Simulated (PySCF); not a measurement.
SMILES F[Si](CC[Si](F)(F)F)(F)F (GFN2-xTB optimised geometry):

```
14

F      2.161    -0.077     1.415
Si     1.484    -0.290     0.000
F      2.102     0.834    -0.933
F      2.105    -1.648    -0.539
C     -0.396    -0.290     0.000
C     -1.019     1.122     0.000
Si    -0.577     2.145     1.513
F     -1.584     3.345     1.766
F     -0.609     1.302     2.856
F      0.851     2.825     1.483
H     -0.762    -0.838     0.871
H     -0.761    -0.831    -0.876
H     -2.105     1.023    -0.069
H     -0.703     1.648    -0.904
```

Method: CAM-B3LYP/def2-TZVP (PySCF).

**Question.** What are the frontier orbital energies and the dipole moment?

**Answer.** HOMO-2 -13.10 eV, HOMO-1 -12.02 eV, HOMO -11.51 eV, LUMO 0.81 eV, LUMO+1 1.61 eV; dipole moment 4.05 D.

Meta-Löwdin charges at CAM-B3LYP/def2-TZVP: F1 -0.48, Si2 1.65, F3 -0.49, F4 -0.49, C5 -0.48, C6 -0.48, Si7 1.65, F8 -0.49, F9 -0.49, F10 -0.48, H11 0.14, H12 0.14, H13 0.14, H14 0.14.
